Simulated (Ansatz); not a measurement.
Ansatz (an electronic-structure program) input file for CH7NSi3, SMILES N1[Si@H]([SiH3])[SiH2]C=1, PBE-D3(BJ)/def2-SVP. 

Ansatz 0.2 input:
```yaml
crystal:
  periodic: [false, false, false]
  atoms:
    - {symbol: Si, position_ang: [2.21728862, 0.77881419, 0.05336838]}
    - {symbol: Si, position_ang: [0.37816956, -0.67306603, 0.20546897]}
    - {symbol: N, position_ang: [-0.83207063, -0.07828785, 1.42854121]}
    - {symbol: C, position_ang: [-1.86621295, 0.21015110, 0.71486044]}
    - {symbol: Si, position_ang: [-1.52028740, -0.25221599, -1.13001147]}
    - {symbol: H, position_ang: [1.72066897, 2.16203337, -0.20544978]}
    - {symbol: H, position_ang: [3.02332414, 0.77250951, 1.30922265]}
    - {symbol: H, position_ang: [3.08827652, 0.35783593, -1.08490056]}
    - {symbol: H, position_ang: [0.81675019, -2.07456964, 0.47689479]}
    - {symbol: H, position_ang: [-2.76803495, 0.64007291, 1.19536996]}
    - {symbol: H, position_ang: [-2.34598658, -1.38165262, -1.65640365]}
    - {symbol: H, position_ang: [-1.56561704, 0.86142859, -2.12724672]}
basis:
  gaussian:
    orbitals: def2-SVP
hamiltonian:
  xc: pbe
  dispersion: d3bj
relax: {f_tol: 0.002, max_steps: 200}
```

Program output:

```
WARN ansatz: RAYON_NUM_THREADS=2 ignored (pool sized by the plan → 2); use --threads N
Functional definition: PBE
integrals: 0.06 GiB planned
1324 factors; their error is unknown
mean field: 0.35 GiB planned
mean field evaluation 1: about -26240.9686 eV, gradient 5.0e1 eV
mean field evaluation 2: about -26163.7238 eV, gradient 1.4e2 eV
mean field evaluation 4: about -26246.3823 eV, gradient 2.3e1 eV
mean field evaluation 8: about -26247.6539 eV, gradient 2.3e-1 eV
mean field evaluation 16: about -26247.5326 eV, gradient 3.9e-4 eV
mean field -26247.53263727 eV, -964.5790332031 hartree, gradient 1.3e-5 eV, S^2 0.000000; 0 other end points of the search recorded, 0 dependent functions left out
the calculation of the forces begins
reference -26247.53267818 eV, -964.5790347063 hartree; 31, 31 occupied and 86, 86 virtual orbitals, 1324 factors
relax step   1: F+E_penalty+E_count = -26247.85746734 eV  Δ(F+E_penalty+E_count) = +0.000e0 eV  max|allowed force component| = 6.047e-1 eV/Å  Δτ_max = 0.0000 Å  (29 SCF iters, accepted)
these checks for a lower state are left out or cut short: starts, cluster_reference, orbital_swaps, neighbouring_geometries, increment
integrals: 0.06 GiB planned
1324 factors; their error is unknown
mean field: 0.35 GiB planned
mean field -26247.54869151 eV, -964.5796231853 hartree, gradient 2.2e-5 eV, S^2 0.000000; 0 other end points of the search recorded, 0 dependent functions left out
the calculation of the forces begins
reference -26247.54873251 eV, -964.5796246922 hartree; 31, 31 occupied and 86, 86 virtual orbitals, 1324 factors
relax step   2: F+E_penalty+E_count = -26247.87278722 eV  Δ(F+E_penalty+E_count) = -1.532e-2 eV  max|allowed force component| = 1.992e-1 eV/Å  Δτ_max = 0.0180 Å  (31 SCF iters, accepted)
these checks for a lower state are left out or cut short: starts, cluster_reference, orbital_swaps, neighbouring_geometries, increment
integrals: 0.06 GiB planned
1324 factors; their error is unknown
mean field: 0.35 GiB planned
mean field evaluation 32: about -26247.5503 eV, gradient 1.7e-3 eV
mean field -26247.55027449 eV, -964.5796813589 hartree, gradient 2.3e-5 eV, S^2 0.000000; 0 other end points of the search recorded, 0 dependent functions left out
the calculation of the forces begins
reference -26247.55031553 eV, -964.5796828671 hartree; 31, 31 occupied and 86, 86 virtual orbitals, 1324 factors
relax step   3: F+E_penalty+E_count = -26247.87398762 eV  Δ(F+E_penalty+E_count) = -1.200e-3 eV  max|allowed force component| = 7.800e-2 eV/Å  Δτ_max = 0.0145 Å  (31 SCF iters, accepted)
these checks for a lower state are left out or cut short: starts, cluster_reference, orbital_swaps, neighbouring_geometries, increment
integrals: 0.06 GiB planned
1324 factors; their error is unknown
mean field: 0.35 GiB planned
mean field -26247.55052807 eV, -964.5796906778 hartree, gradient 2.3e-5 eV, S^2 0.000000; 0 other end points of the search recorded, 0 dependent functions left out
the calculation of the forces begins
reference -26247.55056909 eV, -964.5796921854 hartree; 31, 31 occupied and 86, 86 virtual orbitals, 1324 factors
relax step   4: F+E_penalty+E_count = -26247.87429040 eV  Δ(F+E_penalty+E_count) = -3.028e-4 eV  max|allowed force component| = 5.783e-2 eV/Å  Δτ_max = 0.0148 Å  (30 SCF iters, accepted)
these checks for a lower state are left out or cut short: starts, cluster_reference, orbital_swaps, neighbouring_geometries, increment
integrals: 0.06 GiB planned
1324 factors; their error is unknown
mean field: 0.35 GiB planned
mean field -26247.55073784 eV, -964.5796983867 hartree, gradient 2.3e-5 eV, S^2 0.000000; 0 other end points of the search recorded, 0 dependent functions left out
the calculation of the forces begins
reference -26247.55077886 eV, -964.5796998944 hartree; 31, 31 occupied and 86, 86 virtual orbitals, 1324 factors
relax step   5: F+E_penalty+E_count = -26247.87460106 eV  Δ(F+E_penalty+E_count) = -3.107e-4 eV  max|allowed force component| = 1.051e-2 eV/Å  Δτ_max = 0.0056 Å  (31 SCF iters, accepted)
these checks for a lower state are left out or cut short: starts, cluster_reference, orbital_swaps, neighbouring_geometries, increment
integrals: 0.06 GiB planned
1324 factors; their error is unknown
mean field: 0.35 GiB planned
mean field -26247.55072912 eV, -964.5796980661 hartree, gradient 2.3e-5 eV, S^2 0.000000; 0 other end points of the search recorded, 0 dependent functions left out
the calculation of the forces begins
reference -26247.55077015 eV, -964.5796995740 hartree; 31, 31 occupied and 86, 86 virtual orbitals, 1324 factors
relax step   6: F+E_penalty+E_count = -26247.87464965 eV  Δ(F+E_penalty+E_count) = -4.859e-5 eV  max|allowed force component| = 4.260e-3 eV/Å  Δτ_max = 0.0068 Å  (31 SCF iters, accepted)
these checks for a lower state are left out or cut short: starts, cluster_reference, orbital_swaps, neighbouring_geometries, increment
integrals: 0.06 GiB planned
1324 factors; their error is unknown
mean field: 0.35 GiB planned
mean field -26247.55072069 eV, -964.5796977566 hartree, gradient 1.6e-5 eV, S^2 0.000000; 0 other end points of the search recorded, 0 dependent functions left out
the calculation of the forces begins
reference -26247.55076174 eV, -964.5796992649 hartree; 31, 31 occupied and 86, 86 virtual orbitals, 1324 factors
relax step   7: F+E_penalty+E_count = -26247.87466988 eV  Δ(F+E_penalty+E_count) = -2.024e-5 eV  max|allowed force component| = 8.733e-3 eV/Å  Δτ_max = 0.0038 Å  (23 SCF iters, accepted)
these checks for a lower state are left out or cut short: starts, cluster_reference, orbital_swaps, neighbouring_geometries, increment
integrals: 0.06 GiB planned
1324 factors; their error is unknown
mean field: 0.35 GiB planned
mean field evaluation 64: about -26247.5507 eV, gradient 1.1e-4 eV
mean field -26247.55070644 eV, -964.5796972329 hartree, gradient 8.1e-6 eV, S^2 0.000000; 0 other end points of the search recorded, 0 dependent functions left out
the calculation of the forces begins
reference -26247.55074749 eV, -964.5796987414 hartree; 31, 31 occupied and 86, 86 virtual orbitals, 1324 factors
relax step   8: F+E_penalty+E_count = -26247.87467956 eV  Δ(F+E_penalty+E_count) = -9.677e-6 eV  max|allowed force component| = 5.923e-3 eV/Å  Δτ_max = 0.0029 Å  (23 SCF iters, accepted)
these checks for a lower state are left out or cut short: starts, cluster_reference, orbital_swaps, neighbouring_geometries, increment
integrals: 0.06 GiB planned
1324 factors; their error is unknown
mean field: 0.35 GiB planned
mean field -26247.55066348 eV, -964.5796956540 hartree, gradient 1.7e-5 eV, S^2 0.000000; 0 other end points of the search recorded, 0 dependent functions left out
the calculation of the forces begins
reference -26247.55070454 eV, -964.5796971628 hartree; 31, 31 occupied and 86, 86 virtual orbitals, 1324 factors
relax step   9: F+E_penalty+E_count = -26247.87468673 eV  Δ(F+E_penalty+E_count) = -7.167e-6 eV  max|allowed force component| = 3.592e-3 eV/Å  Δτ_max = 0.0047 Å  (23 SCF iters, accepted)
these checks for a lower state are left out or cut short: starts, cluster_reference, orbital_swaps, neighbouring_geometries, increment
integrals: 0.06 GiB planned
1324 factors; their error is unknown
mean field: 0.35 GiB planned
mean field -26247.55065133 eV, -964.5796952077 hartree, gradient 2.4e-5 eV, S^2 0.000000; 0 other end points of the search recorded, 0 dependent functions left out
the calculation of the forces begins
reference -26247.55069240 eV, -964.5796967168 hartree; 31, 31 occupied and 86, 86 virtual orbitals, 1324 factors
relax step  10: F+E_penalty+E_count = -26247.87469160 eV  Δ(F+E_penalty+E_count) = -4.869e-6 eV  max|allowed force component| = 3.463e-3 eV/Å  Δτ_max = 0.0026 Å  (22 SCF iters, accepted)
these checks for a lower state are left out or cut short: starts, cluster_reference, orbital_swaps, neighbouring_geometries, increment
integrals: 0.06 GiB planned
1324 factors; their error is unknown
mean field: 0.35 GiB planned
mean field -26247.55061053 eV, -964.5796937080 hartree, gradient 1.0e-5 eV, S^2 0.000000; 0 other end points of the search recorded, 0 dependent functions left out
the calculation of the forces begins
reference -26247.55065159 eV, -964.5796952171 hartree; 31, 31 occupied and 86, 86 virtual orbitals, 1324 factors
relax step  11: F+E_penalty+E_count = -26247.87469157 eV  Δ(F+E_penalty+E_count) = +2.445e-8 eV  max|allowed force component| = 3.572e-3 eV/Å  Δτ_max = 0.0023 Å  (23 SCF iters, rejected (line search))
these checks for a lower state are left out or cut short: starts, cluster_reference, orbital_swaps, neighbouring_geometries, increment
integrals: 0.06 GiB planned
1324 factors; their error is unknown
mean field: 0.35 GiB planned
mean field -26247.55063746 eV, -964.5796946978 hartree, gradient 1.9e-5 eV, S^2 0.000000; 0 other end points of the search recorded, 0 dependent functions left out
the calculation of the forces begins
reference -26247.55067852 eV, -964.5796962068 hartree; 31, 31 occupied and 86, 86 virtual orbitals, 1324 factors
relax step  12: F+E_penalty+E_count = -26247.87469604 eV  Δ(F+E_penalty+E_count) = -4.446e-6 eV  max|allowed force component| = 1.305e-3 eV/Å  Δτ_max = 0.0011 Å  (22 SCF iters, accepted)
integrals: 0.06 GiB planned
1324 factors; their error is unknown
mean field: 0.35 GiB planned
mean field evaluation 96: about -26245.5980 eV, gradient 2.7e1 eV
mean field -26247.55063746 eV, -964.5796946978 hartree, gradient 1.9e-5 eV, S^2 0.000000; 1 other end points of the search recorded, 0 dependent functions left out
the calculation of the forces begins
reference -26247.55067852 eV, -964.5796962068 hartree; 31, 31 occupied and 86, 86 virtual orbitals, 1324 factors
Total energy: -26247.87473711 eV, -964.5916051401 hartree
Atom 0 at     2.213081     0.779719     0.057060 Å, force     0.000315    -0.000106    -0.000076 eV/Å
Atom 1 at     0.377159    -0.680988     0.202650 Å, force     0.000485    -0.001305    -0.000757 eV/Å
Atom 2 at    -0.833727    -0.094359     1.449253 Å, force     0.000087    -0.000274    -0.000371 eV/Å
Atom 3 at    -1.860778     0.219247     0.718502 Å, force     0.000805     0.001271     0.001216 eV/Å
Atom 4 at    -1.520419    -0.243204    -1.133880 Å, force    -0.000610    -0.000754    -0.000198 eV/Å
Atom 5 at     1.711285     2.174948    -0.201083 Å, force    -0.000288     0.000020     0.000167 eV/Å
Atom 6 at     3.026354     0.772959     1.323649 Å, force    -0.000082    -0.000019     0.000042 eV/Å
Atom 7 at     3.093397     0.359684    -1.090992 Å, force    -0.000159     0.000365     0.000146 eV/Å
Atom 8 at     0.830417    -2.095139     0.463493 Å, force    -0.000596     0.000905     0.000327 eV/Å
Atom 9 at    -2.767627     0.662799     1.198062 Å, force    -0.000249    -0.000281    -0.000517 eV/Å
Atom 10 at    -2.352619    -1.393840    -1.644539 Å, force     0.000143     0.000179    -0.000096 eV/Å
Atom 11 at    -1.570253     0.861227    -2.162461 Å, force     0.000149    -0.000000     0.000117 eV/Å
Dipole moment:    -0.047035    -0.009699    -0.308628 e Å
```

The run converged.
